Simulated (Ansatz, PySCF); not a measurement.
Gas-phase reaction in SMILES: [SiH3]N[Si](Cl)(Cl)Cl + 5 [H][H] (H2) -> 3 Cl (HCl) + N (NH3) + 2 [SiH4] (SiH4)
Geometries: B3LYP-D3(BJ)/def2-TZVP minima from Ansatz (a quantum-chemistry and plane-wave program), one conformer each, not searched for the lowest. Frequencies are from Ansatz or PySCF.

Wanted: energy of full hydrogenation (enthalpy at 298 K, with B3LYP-D3(BJ) rigid-rotor harmonic-oscillator terms), in kJ/mol. Valence correlation only, unless marked. Spin-orbit coupling is left out. Non-relativistic. CBS(X,Y): correlation extrapolated as X^-3; Hartree-Fock from the larger set.

```tsv
level	program	energy of full hydrogenation (kJ/mol)
RI-HF/aug-cc-pV(Q+d)Z	Ansatz	266.1
revPBE/def2-TZVPD	Ansatz	291.1
CAM-B3LYP-D4/def2-TZVPD	Ansatz + dftd4	322.8
MP2/6-31G*	Ansatz	422.8
SCS-MP2/6-31G	Ansatz	245.3
```

Predict the CCSD(T)/CBS(cc-pV(T+d)Z,cc-pV(Q+d)Z) result (Ansatz).

354.6 kJ/mol
